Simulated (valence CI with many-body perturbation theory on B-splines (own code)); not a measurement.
# Forbidden lines of Tc XX

Method: configuration interaction combined with many-body perturbation theory (CI+MBPT): six valence electrons over a frozen Dirac-Fock core [Ar], radial functions for each j: 7 s, 7 p, 8 d, 6 f, 4 g, 1 h, with the one-electron correlation potential Σ1 (screened to all orders), the two-electron term Σ2, the three-electron term Σ3, Breit, model QED; selected single and double excitations, second order for the rest, scaled by the run's own slope (own B-spline code, finite nucleus).

No measured spectrum was set against this ion. As an estimate, terms of the open shell hold to 2 to 4 % of their energy, and close levels can change places. Core correlation moves these levels by up to 9900 cm⁻¹, and in measured spectra 5 to 20 % of such shifts remained as error; rates that hang on mixing are uncertain with them. Among the levels kept, up to 830 cm⁻¹ of a level comes from second order outside the variational space, and about a tenth of that is noise between levels of different J, which matters for small intervals. Only levels of the ground parity were solved; by the run's estimate the other parity begins above the list, which can be wrong where configurations are misplaced.

Lines 1 to 50 of 120 in falling wavelength, among levels below 48.370 eV, chosen from the decays that carry over 1 % of a level's rate. Wavelengths and rates use the calculated energies, so an error of 2000 cm⁻¹ moves a line at 9117 Å by 18 % and its rate by three times that or more. Weak lines are less certain than strong ones. Lines between different terms over intervals too small for the method are left out, as are lines whose strength nearly cancels. Where a level lies close to another of its J and parity, the split of strength between their lines is uncertain. Intervals below about 2000 cm⁻¹, as at the head of this list, are uncertain by tens of per cent. Branching is blank where the lifetime is uncertain.

Names give the largest LS component (configuration and term), which can be under half, so a name can repeat, a term be missing and a line seem to break the LS rules; names also repeat where a configuration has a term twice. Letters in brackets count levels of one name in rising energy.

| λ vac (Å) | Upper | Lower | Type | A (s⁻¹) | Branch % |
| --- | --- | --- | --- | --- | --- |
| 51440 | 3d⁶ ⁵D_0 | 3d⁶ ⁵D_1 | M1 | 1.04e+00 | 100.0 |
| 45420 | 3d⁶ ⁵D_2 | 3d⁶ ⁵D_3 | M1 | 5.47e-01 | 99.9 |
| 12670 | 3d⁶ ³G_3 | 3d⁶ ³G_4 | M1 | 1.13e+01 | 1.2 |
| 11820 | 3d⁶ ⁵D_1 | 3d⁶ ⁵D_2 | M1 | 4.74e+01 | 100.0 |
| 9117 | 3d⁶ ³G_5 | 3d⁶ ³H_4 [b] | M1 | 1.04e+01 | 1.6 |
| 9113 | 3d⁶ ³H_5 | 3d⁶ ³H_4 [a] | M1 | 1.58e+01 | 28.5 |
| 8589 | 3d⁶ ³D_1 | 3d⁶ ³D_2 | M1 | 4.13e+01 | 1.9 |
| 6316 | 3d⁶ ³G_4 | 3d⁶ ³H_4 [b] | M1 | 1.00e+01 | 2.0 |
| 5537 | 3d⁶ ³F_2 [a] | 3d⁶ ³P_2 [a] | M1 | 8.67e+00 | 1.3 |
| 5363 | 3d⁶ ⁵D_3 | 3d⁶ ⁵D_4 | M1 | 2.14e+02 | 100.0 |
| 5328 | 3d⁶ ³D_1 | 3d⁶ ³P_1 [a] | M1 | 8.02e+01 | 3.7 |
| 4400 | 3d⁶ ³H_4 [b] | 3d⁶ ³H_5 | M1 | 1.03e+02 | 6.6 |
| 4398 | 3d⁶ ³P_0 [a] | 3d⁶ ³D_1 | M1 | 4.33e+01 | 3.0 |
| 4215 | 3d⁶ ³G_3 | 3d⁶ ³H_4 [b] | M1 | 2.88e+01 | 3.1 |
| 4168 | 3d⁶ ³F_3 [a] | 3d⁶ ³H_4 [a] | M1 | 1.93e+02 | 16.0 |
| 3919 | 3d⁶ ³D_1 | 3d⁶ ¹S_0 [a] | M1 | 6.72e+01 | 3.1 |
| 3915 | 3d⁶ ³G_4 | 3d⁶ ³F_3 [a] | M1 | 2.35e+01 | 4.7 |
| 3823 | 3d⁶ ¹G_4 [a] | 3d⁶ ³G_3 | M1 | 4.25e+01 | 1.9 |
| 3484 | 3d⁶ ³D_2 | 3d⁶ ³F_2 [a] | M1 | 3.10e+01 | 4.1 |
| 3324 | 3d⁶ ¹D_2 [a] | 3d⁶ ³D_3 | M1 | 8.35e+01 | 3.9 |
| 3229 | 3d⁶ ³G_3 | 3d⁶ ³F_2 [a] | M1 | 2.14e+02 | 22.7 |
| 3209 | 3d⁶ ³D_2 | 3d⁶ ³F_3 [a] | M1 | 1.11e+02 | 14.7 |
| 3058 | 3d⁶ ¹F_3 | 3d⁶ ³D_3 | M1 | 1.76e+01 | 2.4 |
| 3058 | 3d⁶ ³P_1 [b] | 3d⁶ ³P_0 [a] | M1 | 3.51e+02 |  |
| 2991 | 3d⁶ ³G_3 | 3d⁶ ³F_3 [a] | M1 | 2.46e+02 | 26.1 |
| 2968 | 3d⁶ ³G_5 | 3d⁶ ³H_5 | M1 | 2.09e+02 | 31.5 |
| 2967 | 3d⁶ ³H_4 [b] | 3d⁶ ³H_4 [a] | M1 | 6.85e+02 | 43.8 |
| 2862 | 3d⁶ ³G_5 | 3d⁶ ³H_6 | M1 | 4.19e+02 | 62.9 |
| 2835 | 3d⁶ ¹D_2 [a] | 3d⁶ ³G_3 | M1 | 8.29e+01 | 3.8 |
| 2664 | 3d⁶ ¹D_2 [a] | 3d⁶ ³D_2 | M1 | 4.35e+01 | 2.0 |
| 2627 | 3d⁶ ³F_4 | 3d⁶ ¹F_3 | M1 | 2.33e+02 |  |
| 2593 | 3d⁶ ³G_4 | 3d⁶ ³H_5 | M1 | 2.77e+02 | 55.5 |
| 2589 | 3d⁶ ³D_3 | 3d⁶ ³F_3 [a] | M1 | 1.24e+02 | 6.7 |
| 2570 | 3d⁶ ¹G_4 [a] | 3d⁶ ³G_5 | M1 | 1.94e+02 | 8.5 |
| 2523 | 3d⁶ ³P_1 [a] | 3d⁶ ³P_2 [a] | M1 | 1.55e+03 | 55.4 |
| 2495 | 3d⁶ ³F_2 [b] | 3d⁶ ¹F_3 | M1 | 5.67e+02 | 21.3 |
| 2490 | 3d⁶ ¹F_3 | 3d⁶ ³D_2 | M1 | 3.62e+01 | 5.0 |
| 2479 | 3d⁶ ³D_1 | 3d⁶ ³F_2 [a] | M1 | 2.37e+01 | 1.1 |
| 2409 | 3d⁶ ³P_0 [a] | 3d⁶ ³P_1 [a] | M1 | 8.66e+02 | 60.5 |
| 2239 | 3d⁶ ¹D_2 [a] | 3d⁶ ³P_1 [a] | M1 | 1.96e+02 | 9.1 |
| 2203 | 3d⁶ ³P_2 [a] | 3d⁶ ⁵D_1 | M1 | 4.27e+02 | 17.2 |
| 2184 | 3d⁶ ¹F_3 | 3d⁶ ³G_4 | M1 | 8.71e+01 | 12.0 |
| 2139 | 3d⁶ ³D_2 | 3d⁶ ³P_2 [a] | M1 | 1.46e+02 | 19.3 |
| 2098 | 3d⁶ ³H_4 [a] | 3d⁶ ⁵D_3 | M1 | 6.12e+01 | 6.1 |
| 2040 | 3d⁶ ³G_3 | 3d⁶ ³P_2 [a] | M1 | 3.92e+01 | 4.2 |
| 2019 | 3d⁶ ³G_4 | 3d⁶ ³H_4 [a] | M1 | 7.00e+00 | 1.4 |
| 2008 | 3d⁶ ³F_4 | 3d⁶ ¹G_4 [a] | M1 | 3.07e+01 |  |
| 2005 | 3d⁶ ¹G_4 [a] | 3d⁶ ³H_4 [b] | M1 | 1.01e+03 | 44.4 |
| 1912 | 3d⁶ ¹I_6 | 3d⁶ ³H_5 | M1 | 2.10e+02 | 30.2 |
| 1868 | 3d⁶ ¹I_6 | 3d⁶ ³H_6 | M1 | 4.78e+02 | 68.8 |
